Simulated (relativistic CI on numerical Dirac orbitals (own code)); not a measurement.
# Hyperfine structure of Cr¹⁷⁺, mass number 53

Method of calculation: Dirac-Coulomb-Breit CI, separate exchange-only KLI orbitals for each configuration, a model potential for QED, unscaled Slater integrals (own radial code, finite nucleus).

Configurations in the expansion (outside the closed core 1s2): 2s2 2p3, 2s 2p4, 2p5, 2p4 3s, 2p4 3p, 2p4 3d, 2s2 2p2 3s, 2s2 2p2 3p, 2s2 2p2 3d, 2s 2p3 3s, 2s 2p3 3p, 2s 2p3 3d, 2s2 2p2 4s, 2s2 2p2 4p, 2s2 2p2 4d, 2s2 2p2 4f. Levels of other configurations are missing.

Nuclear spin I = 3/2, μ = -0.47431 μN, Q = -0.15 b (tables of Stone and Pyykkö). The electronic factors are computed for point nuclear moments, without core polarisation or the Bohr-Weisskopf and QED corrections.

```csv
Level,E (cm⁻¹),A (MHz),B (MHz)
2s2 2p3 2D°_3/2,129803,-6478,-5870
2s2 2p3 2D°_5/2,154909,-12430,34.4
2s2 2p3 2P°_1/2,228863,-34820,
2s2 2p3 2P°_3/2,267282,-7206,6260
2s 2p4 4P_5/2,668766,-28560,-5600
2s 2p4 4P_3/2,715711,-24960,4630
2s 2p4 4P_1/2,733543,-58230,
2s 2p4 2D_3/2,932740,8329,7780
```

Levels with J = 0, under 50 % of one LS term, or S terms without an open s electron are left out. Small factors come from cancelling terms and can be off by tens of per cent or more.

At this charge energies of transitions that change n are usually good to better than 1 %, and those within a shell (Δn = 0) to a few per cent.

(1) Give the hyperfine levels of 2s2 2p3 2D°_5/2 relative to its centre of gravity.

Answers

(1) With K = F(F + 1) − I(I + 1) − J(J + 1), E = AK/2 + B[¾K(K + 1) − I(I + 1)J(J + 1)]/[2I(2I − 1)J(2J − 1)]: F = 1: 65280, F = 2: 40390, F = 3: 3089, F = 4: -46600 MHz.

LS names give the leading component of a level, which can be under half, so a name can repeat, a term be missing and a line seem to break the LS rules.
